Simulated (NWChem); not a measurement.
Dipole moment of HFSi

```
Si
F 1 1.6354
H 1 1.5468 2 96.80
```
Charge 0, spin multiplicity 1.

The numbers come from NWChem runs, not from measurements. All single points use one geometry, from PBE0/def2-SVP, a minimum by its harmonic frequencies.

Basis set: 6-31G*. The CCSD dipole comes from the Λ equations, without orbital relaxation.

The correlated methods keep 6 core orbitals frozen. B3LYP has NWChem's definition, with VWN1-RPA local correlation. The Pople sets run with spherical d functions. The structure started from a generated list of species. Coupled-cluster values serve here as a point of comparison, not as the truth.

### Question
Order these methods by the dipole moment they give, lowest first: LDA (SVWN5), B3LYP, HF, CCSD.

### Answer
LDA (SVWN5) (0.81 D), B3LYP (0.94 D), CCSD (1.11 D), HF (1.28 D)
